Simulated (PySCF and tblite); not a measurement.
C4H4FN3, numbered as in [H]/[N:1]=[CH:2]\[c:3]1[cH:4][n:5][c:6]([F:7])[nH:8]1. Level: PBE0-D3(BJ)/def2-SVP (IEF-PCM, chloroform)//GFN2-xTB, thermal terms from GFN2-xTB, symmetry numbers and mirror pairs counted. Conformers within 3 kcal/mol (GFN2-xTB free energy) were kept, 10 at most. GIAO shieldings: KT2/pcSseg-1 (IEF-PCM, chloroform). Couplings: B3LYP/pcSseg-1 with pcJ-1 on H, F (gas phase; spin-dipole term only for pairs with B, N, F, Si or P). Shifts are against TMS (¹H), TMS (¹³C) at the same level. Codes: tblite and PySCF.

Torsions listed: N1–C2–C3–N8.

Two conformers hold nearly all the population. I: 180°; δ(C4) = 120.28 ppm. II: 0°; δ(C4) = 125.76 ppm. The average over the ensemble at 298.15 K is 124.80 ppm.

Q: What populations and free-energy difference follow from a two-state model?

A: p(I) = (124.80 − 125.76)/(120.28 − 125.76) = 0.18, so K = p(II)/p(I) = 4.71 and G(II) − G(I) = −RT ln K = -0.92 kcal/mol. The weights computed directly are 17.4 % and 82.6 %.
